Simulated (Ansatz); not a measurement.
Reaction (ligand exchange at the Al–C bond): `C[CH](C)[Al]([OH])[OH]` + CH₃NH₂ → `C[NH][Al]([OH])[OH]` + `CCC`

Gas-phase electronic energies from Ansatz, PBE0-D4/def2-TZVP geometries. CBS: MP2 limit from def2 TZ/QZ plus the TZ coupled-cluster correction, frozen cores. DFT in def2-TZVPP. B3LYP here is the variant with VWN-RPA as its local correlation; programs differ in this. One conformer a species, not always the lowest.

`C[CH](C)[Al]([OH])[OH]`:

```xyz
15

C     0.946    1.428   -0.381
C    -0.013    0.562    0.437
C     0.738   -0.144    1.569
Al   -0.977   -0.721   -0.680
O    -2.671   -0.805   -0.594
O    -0.061   -1.727   -1.697
H     1.695    0.819   -0.896
H     0.429    2.021   -1.141
H     1.488    2.129    0.265
H    -0.772    1.214    0.887
H     1.488   -0.840    1.181
H     1.270    0.582    2.196
H     0.071   -0.710    2.226
H    -3.222   -1.407   -1.091
H    -0.408   -2.400   -2.279
```

CH₃NH₂:

```xyz
7

C     0.555    0.042    0.113
N    -0.762   -0.093   -0.484
H     0.567    0.159    1.206
H     1.062    0.908   -0.320
H     1.157   -0.835   -0.135
H    -1.334    0.716   -0.275
H    -1.245   -0.897   -0.104
```

`C[NH][Al]([OH])[OH]`:

```xyz
11

C    -0.602   -0.734    1.520
N    -0.697    0.192    0.409
Al    0.448    0.380   -0.915
O     0.256    1.495   -2.178
O     1.812   -0.623   -0.905
H    -1.444   -1.436    1.551
H    -0.559   -0.221    2.488
H     0.310   -1.327    1.427
H    -1.528    0.761    0.458
H    -0.476    2.099   -2.268
H     2.480   -0.584   -1.587
```

`CCC`:

Z-matrix (Å, degrees):
```
C
C 1 1.519
H 1 1.094 2 111.1
H 1 1.094 2 111.1 3 119.5
H 1 1.093 2 111.7 3 -120.3
C 2 1.519 1 112.7 3 -59.7
H 2 1.095 1 109.5 3 178.2
H 2 1.095 1 109.5 3 62.4
H 6 1.094 2 111.0 1 59.7
H 6 1.093 2 111.7 1 -180.0
H 6 1.094 2 111.1 1 -59.7
```

```json
{"level": "PBE0-D4", "ΔE (kcal/mol)": "-24.1", "difference from CCSD(T)/CBS": "1.5"}
{"level": "ωB97X-V", "ΔE (kcal/mol)": "-25.2", "difference from CCSD(T)/CBS": "0.4"}
{"level": "B2PLYP", "ΔE (kcal/mol)": "-26.4", "difference from CCSD(T)/CBS": "-0.8"}
{"level": "PBE0", "ΔE (kcal/mol)": "-24.6", "difference from CCSD(T)/CBS": "1.0"}
{"level": "B3LYP", "ΔE (kcal/mol)": "-26.2", "difference from CCSD(T)/CBS": "-0.6"}
{"level": "HF/def2-TZVPP", "ΔE (kcal/mol)": "-29.4", "difference from CCSD(T)/CBS": "-3.8"}
{"level": "MP2/def2-TZVPP", "ΔE (kcal/mol)": "-26.0", "difference from CCSD(T)/CBS": "-0.4"}
{"level": "SCS-MP2/def2-TZVPP", "ΔE (kcal/mol)": "-26.6", "difference from CCSD(T)/CBS": "-1.0"}
{"level": "CCSD/def2-TZVPP", "ΔE (kcal/mol)": "-26.3", "difference from CCSD(T)/CBS": "-0.7"}
{"level": "MP2/CBS(def2)", "ΔE (kcal/mol)": "-25.9", "difference from CCSD(T)/CBS": "-0.3"}
{"level": "CCSD(T)/CBS", "ΔE (kcal/mol)": "-25.6", "difference from CCSD(T)/CBS": "0"}
```

Largest T1 diagnostic among the species: 0.011.

In def2-TZVPP, CCSD(T) changes the Hartree–Fock value by +3.7 kcal/mol (the triples alone add +0.7 kcal/mol) and MP2 by +3.4 kcal/mol. From PBE to PBE0 (25 % exact exchange), in def2-TZVPP and without D4, ΔE moves by −1.2 kcal/mol.

CCSD(T)/CBS has its own doubt, a few kJ/mol and more with outer-core shells, so smaller differences from it don't rank the levels.
